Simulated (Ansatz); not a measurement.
Reaction (cleavage of the Si–Si bond): `F[SiH](Cl)[SiH2][SiH3]` + `B[SeH]` → `B[Se][SiH2][SiH3]` + `F[SiH2]Cl`

Gas-phase electronic energies from Ansatz, PBE0-D4/def2-TZVP geometries. CCSD(T)/CBS is the MP2 limit (def2-TZVPP, def2-QZVPP) plus CCSD(T) − MP2 in def2-TZVPP, frozen cores. This one scheme is used for every species. DFT in def2-TZVPP. For Se outer-core shells are correlated without core-valence functions, which leaves a few kJ/mol of doubt a bond. Scalar relativity is left out up to krypton. Each species was taken in one conformer, which may not be the lowest.

CCSD(T)/CBS gives -0.62 eV.

(1) Another level gave -0.53 eV. Which?
A. B2PLYP/def2-TZVPP
B. r2SCAN/def2-TZVPP
C. MP2/def2-TZVPP
D. PBE/def2-TZVPP

Largest T1 diagnostic among the species: 0.014.

## Answers

(1) B. r2SCAN -0.53, B2PLYP -0.59, MP2/def2-TZVPP -0.70, PBE -0.43 eV.

From PBE to PBE0 (25 % exact exchange), in def2-TZVPP and without D4, ΔE moves by −0.06 eV.
